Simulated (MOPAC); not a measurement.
A run for MOPAC: PM6 on C2H10GeO (a complex), monomers drawn apart or pushed together.

```
PM6 1SCF PRECISE CHARGE=0 THREADS=1
C2H10GeO

Ge     0.27547518 1     0.00490883 1     0.66784385 1
H     -0.18959325 1    -1.42929282 1     0.94692738 1
H     -0.71870537 1     1.01108193 1     1.26634658 1
H      0.31993744 1     0.22169733 1    -0.85822817 1
H      1.67846245 1     0.24257032 1     1.23903619 1
C      0.30744811 1     0.87350448 1     5.58796035 1
O     -0.07877372 1    -0.36554805 1     5.03408509 1
C     -1.42318739 1    -0.68916656 1     5.31509661 1
H      0.21706989 1     0.86610477 1     6.68150465 1
H     -0.30326757 1     1.69497216 1     5.19181422 1
H      1.34820923 1     1.04096689 1     5.31620664 1
H     -1.59544005 1    -0.77048488 1     6.39573818 1
H     -1.63141247 1    -1.64943745 1     4.84641789 1
H     -2.10847514 1     0.06498937 1     4.90718708 1
```

Program output:

```
*******************************************************************************
 **                                                                           **
 **                              MOPAC v23.2.5                                **
 **                                                                           **
 *******************************************************************************
 ** MOPAC's Digital Object Identifier: https://doi.org/10.5281/zenodo.6511958 **
 **                                                                           **
 ** Please cite the open-source release paper for use of this MOPAC version:  **
 ** J. E. Moussa and J. J. P. Stewart (2026)                                  **
 ** MOPAC: An open-source semiempirical molecular orbital program             **
 ** J. Open Source Softw., 11(119), 8025, https://doi.org/10.21105/joss.08025 **
 *******************************************************************************

                              PM6 CALCULATION RESULTS

 *******************************************************************************
 *  PM6        - The PM6 Hamiltonian to be used
 *
 *
 *
 *                 CHARGE ON SYSTEM = 0
 *
 *
 *
 *  PRECISE    - TIGHTER CRITERIA TO BE USED
 *  1SCF       - DO 1 SCF AND THEN STOP
 *  THREADS=1  - MULTI-THREADING NOT USED
 *  T=         - A TIME OF 172800.0 SECONDS REQUESTED
 *  DUMP=N     - RESTART FILE WRITTEN EVERY 7200.0 SECONDS REQUESTED
 *******************************************************************************
PM6 1SCF PRECISE CHARGE=0 THREADS=1
 C2H10GeO

   ATOM   CHEMICAL          X               Y               Z
  NUMBER   SYMBOL      (ANGSTROMS)     (ANGSTROMS)     (ANGSTROMS)

     1      Ge          0.27547518  *   0.00490883  *   0.66784385  *
     2       H         -0.18959325  *  -1.42929282  *   0.94692738  *
     3       H         -0.71870537  *   1.01108193  *   1.26634658  *
     4       H          0.31993744  *   0.22169733  *  -0.85822817  *
     5       H          1.67846245  *   0.24257032  *   1.23903619  *
     6       C          0.30744811  *   0.87350448  *   5.58796035  *
     7       O         -0.07877372  *  -0.36554805  *   5.03408509  *
     8       C         -1.42318739  *  -0.68916656  *   5.31509661  *
     9       H          0.21706989  *   0.86610477  *   6.68150465  *
    10       H         -0.30326757  *   1.69497216  *   5.19181422  *
    11       H          1.34820923  *   1.04096689  *   5.31620664  *
    12       H         -1.59544005  *  -0.77048488  *   6.39573818  *
    13       H         -1.63141247  *  -1.64943745  *   4.84641789  *
    14       H         -2.10847514  *   0.06498937  *   4.90718708  *



          CARTESIAN COORDINATES

    NO.       ATOM           X           Y           Z

     1        Ge          0.2755      0.0049      0.6678
     2         H         -0.1896     -1.4293      0.9469
     3         H         -0.7187      1.0111      1.2663
     4         H          0.3199      0.2217     -0.8582
     5         H          1.6785      0.2426      1.2390
     6         C          0.3074      0.8735      5.5880
     7         O         -0.0788     -0.3655      5.0341
     8         C         -1.4232     -0.6892      5.3151
     9         H          0.2171      0.8661      6.6815
    10         H         -0.3033      1.6950      5.1918
    11         H          1.3482      1.0410      5.3162
    12         H         -1.5954     -0.7705      6.3957
    13         H         -1.6314     -1.6494      4.8464
    14         H         -2.1085      0.0650      4.9072

 General Reference for PM6:
 "Optimization of Parameters for Semiempirical Methods V: Modification of NDDO Approximations
 and Application to 70 Elements", J. J. P. Stewart, J. Mol. Mod., 13, 1173-1213 (2007)
 URL: https://link.springer.com/article/10.1007/s00894-007-0233-4

           Empirical Formula: C2 H10 O Ge  =    14 atoms



      MOLECULAR POINT GROUP   :   Cs


      RHF CALCULATION, NO. OF DOUBLY OCCUPIED LEVELS = 14


 -------------------------------------------------------------------------------
 PM6 1SCF PRECISE CHARGE=0 THREADS=1
 C2H10GeO



     1SCF WAS SPECIFIED, SO BFGS WAS NOT USED
     SCF FIELD WAS ACHIEVED


                              PM6 CALCULATION
                                                       MOPAC v23.2.5 Linux




          FINAL HEAT OF FORMATION =        -27.00886 KCAL/MOL =    -113.00506 KJ/MOL


          COSMO AREA              =        157.85 SQUARE ANGSTROMS
          COSMO VOLUME            =        145.23 CUBIC ANGSTROMS

          IONIZATION POTENTIAL    =          9.750664 EV
          HOMO LUMO ENERGIES (EV) =         -9.751  2.348
          NO. OF FILLED LEVELS    =         14
          MOLECULAR WEIGHT        =        122.6904         POINT GROUP:  Cs

          MOLECULAR DIMENSIONS (Angstroms)

            Atom       Atom       Distance
            H     9    H     4     7.56792
            H    13    H     5     3.93101
            H    10    H     2     2.31311


          SCF CALCULATIONS        =          1





   ATOM   CHEMICAL          X               Y               Z
  NUMBER   SYMBOL      (ANGSTROMS)     (ANGSTROMS)     (ANGSTROMS)

     1      Ge          0.27547518  *   0.00490883  *   0.66784385  *
     2       H         -0.18959325  *  -1.42929282  *   0.94692738  *
     3       H         -0.71870537  *   1.01108193  *   1.26634658  *
     4       H          0.31993744  *   0.22169733  *  -0.85822817  *
     5       H          1.67846245  *   0.24257032  *   1.23903619  *
     6       C          0.30744811  *   0.87350448  *   5.58796035  *
     7       O         -0.07877372  *  -0.36554805  *   5.03408509  *
     8       C         -1.42318739  *  -0.68916656  *   5.31509661  *
     9       H          0.21706989  *   0.86610477  *   6.68150465  *
    10       H         -0.30326757  *   1.69497216  *   5.19181422  *
    11       H          1.34820923  *   1.04096689  *   5.31620664  *
    12       H         -1.59544005  *  -0.77048488  *   6.39573818  *
    13       H         -1.63141247  *  -1.64943745  *   4.84641789  *
    14       H         -2.10847514  *   0.06498937  *   4.90718708  *

                             CARTESIAN COORDINATES

   1   Ge        0.275475180     0.004908830     0.667843850
   2    H       -0.189593250    -1.429292820     0.946927380
   3    H       -0.718705370     1.011081930     1.266346580
   4    H        0.319937440     0.221697330    -0.858228170
   5    H        1.678462450     0.242570320     1.239036190
   6    C        0.307448110     0.873504480     5.587960350
   7    O       -0.078773720    -0.365548050     5.034085090
   8    C       -1.423187390    -0.689166560     5.315096610
   9    H        0.217069890     0.866104770     6.681504650
  10    H       -0.303267570     1.694972160     5.191814220
  11    H        1.348209230     1.040966890     5.316206640
  12    H       -1.595440050    -0.770484880     6.395738180
  13    H       -1.631412470    -1.649437450     4.846417890
  14    H       -2.108475140     0.064989370     4.907187080


           Empirical Formula: C2 H10 O Ge  =    14 atoms



      MOLECULAR POINT GROUP   :   Cs


                  EIGENVALUES
 -30.19312 -25.71088 -23.65767 -19.19335 -16.92339 -16.29654 -16.19995 -13.63913
 -13.05419 -12.05503 -12.00065 -11.98574 -11.88991  -9.75066   2.34793   2.46064
   2.53129   2.56452   3.77958   4.30723   5.38470   5.43468   5.45792   5.62450
   5.95995   6.12519


              NET ATOMIC CHARGES AND DIPOLE CONTRIBUTIONS

  ATOM NO.   TYPE          CHARGE      No. of ELECS.   s-Pop       p-Pop
    1         Ge          -0.567408        4.5674     1.22180     3.34561
    2          H           0.145699        0.8543     0.85430
    3          H           0.141633        0.8584     0.85837
    4          H           0.134345        0.8657     0.86565
    5          H           0.145729        0.8543     0.85427
    6          C          -0.189654        4.1897     1.08690     3.10275
    7          O          -0.402122        6.4021     1.84127     4.56085
    8          C          -0.189661        4.1897     1.08690     3.10276
    9          H           0.120281        0.8797     0.87972
   10          H           0.119795        0.8802     0.88021
   11          H           0.150644        0.8494     0.84936
   12          H           0.120281        0.8797     0.87972
   13          H           0.150643        0.8494     0.84936
   14          H           0.119796        0.8802     0.88020
 DIPOLE           X         Y         Z       TOTAL
 POINT-CHG.    -1.211     1.153     1.082     1.992
 HYBRID         0.038    -0.033    -0.054     0.074
 SUM           -1.173     1.120     1.028     1.920


          ATOMIC ORBITAL ELECTRON POPULATIONS

     Atom    s        px        py        pz
    1 Ge   1.22180   1.11793   1.11760   1.11008
    2  H   0.85430
    3  H   0.85837
    4  H   0.86565
    5  H   0.85427
    6  C   1.08690   1.11745   0.89463   1.09068
    7  O   1.84127   1.33709   1.43214   1.79162
    8  C   1.08690   0.85188   1.12377   1.12711
    9  H   0.87972
   10  H   0.88021
   11  H   0.84936
   12  H   0.87972
   13  H   0.84936
   14  H   0.88020

 **********************
 *                    *
 * JOB ENDED NORMALLY *
 *                    *
 **********************




 == MOPAC DONE ==
```

The run finished.

Cost: roughly 0.06 core-seconds.
